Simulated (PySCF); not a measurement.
Dissociation curve of MgH, doublet.

Methods: UKS-TPSSh = unrestricted TPSSh/6-31G in PySCF; UCCSD = CCSD on UHF/6-31G, 1 core orbital frozen (PySCF); ROHF/6-31G (PySCF); UKS-r2SCAN = unrestricted r2SCAN/6-31G in PySCF; NEVPT2 = SC-NEVPT2 on CASSCF(3,3)/6-31G, all electrons correlated (PySCF).

Energies are in kcal/mol, each relative to the lowest point of its own curve near equilibrium.

| R / Å | UKS-TPSSh | UCCSD | ROHF | UKS-r2SCAN | NEVPT2 |
|---|---|---|---|---|---|
| 1.31 | 32.9 | 35.0 | 33.0 | 32.9 | 34.7 |
| 1.40 | 18.8 | 20.4 | 18.5 | 18.7 | 20.1 |
| 1.48 | 10.4 | 11.7 | 9.9 | 10.3 | 11.4 |
| 1.59 | 3.5 | 4.3 | 3.1 | 3.4 | 4.1 |
| 1.62 | 2.3 | 3.0 | 1.9 | 2.3 | 2.9 |
| 1.69 | 0.6 | 1.0 | 0.4 | 0.6 | 0.9 |
| 1.74 | 0.1 | 0.3 | 0.0 | 0.0 | 0.2 |
| 1.80 | 0.0 | 0.0 | 0.2 | 0.0 | 0.0 |
| 1.84 | 0.3 | 0.1 | (withheld) | 0.3 | (withheld) |
| 1.91 | 1.2 | (withheld) | 2.1 | 1.2 | 0.9 |
| 2.00 | 3.1 | 2.2 | 4.7 | 3.1 | (withheld) |
| 2.17 | 7.9 | 6.0 | 11.2 | 7.9 | 6.9 |
| 2.33 | 12.9 | 9.9 | (withheld) | 12.8 | 11.5 |
| 2.63 | 21.1 | (withheld) | — | 21.0 | 18.7 |
| 2.86 | 25.4 | 17.7 | — | 25.6 | 21.9 |
| 3.11 | 28.7 | 18.7 | — | 29.2 | 23.4 |
| 3.49 | 31.9 | 18.9 | — | 32.5 | 23.9 |
| 3.88 | 33.8 | 18.8 | — | 34.2 | 23.8 |
| 4.29 | 35.0 | 18.7 | — | 35.0 | 23.7 |
| 4.73 | 35.7 | 18.7 | — | 35.4 | 23.7 |
| 5.25 | 36.2 | 18.7 | — | 35.5 | 23.7 |
| 6.11 | 36.5 | 18.7 | — | 35.6 | 23.7 |
| 6.91 | 36.5 | 18.7 | — | 35.6 | 23.7 |

Problem. Some entries are withheld; supply them.

Solution. 
- 1.84, ROHF: 0.7
- 1.84, NEVPT2: 0.2
- 1.91, UCCSD: 0.8
- 2.00, NEVPT2: 2.6
- 2.33, ROHF: 18.4
- 2.63, UCCSD: 15.5

Dashes: no converged value, or the column stops at the first point that the program doubted or that broke a chosen test of continuity, which isn't proof of a fault.

The unrestricted determinant behind UCCSD is spin-contaminated at 2.33 to 3.11 Å (<S²> up to 0.9, against 0.75 for a pure doublet).
